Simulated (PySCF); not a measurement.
**Spinor energies of Bi⁶⁵⁺ (bismuth, charge +65)**

Start: [Ar]. Calculated with PySCF 2.14 in an even-tempered Gaussian basis (17 s from 7.7 bohr⁻², ratio 2.6; 14 p from 10 bohr⁻², ratio 2.6; 5 d from 10 bohr⁻², ratio 2.8; 3 f from 150 bohr⁻², ratio 2.8): generalised Hartree-Fock with the X2C-1e Hamiltonian and a Gaussian nucleus; spin-orbit coupling (SO) screened by Boettger's factors.

```tsv
spinor shell	electrons	ε, screened SO (eV)	weight of nominal j (screened SO)	rms radius, screened SO (bohr)
1s1/2	2	-96242.6	1.000	0.0178
2s1/2	2	-21577.6	1.000	0.0711
2p1/2	2	-20949.2	1.000	0.0599
2p3/2	4	-18586.7	1.000	0.0680
3s1/2	2	-8461.8	1.000	0.172
3p1/2	2	-8203.9	1.000	0.163
3p3/2	4	-7586.4	1.000	0.177
```

```json
{"quantity": "E (hartree)", "screened SO": "-16806.62443"}
{"quantity": "M_J", "screened SO": "0"}
{"quantity": "⟨J²⟩", "screened SO": "0.000"}
{"quantity": "⟨L²⟩", "screened SO": "0.094"}
{"quantity": "⟨S²⟩", "screened SO": "0.094"}
```

Breit and QED terms are absent; they matter most for the inner s and p1/2 levels.

Densities and radii are taken from the X2C orbitals without a picture-change correction, which distorts them close to the nucleus.
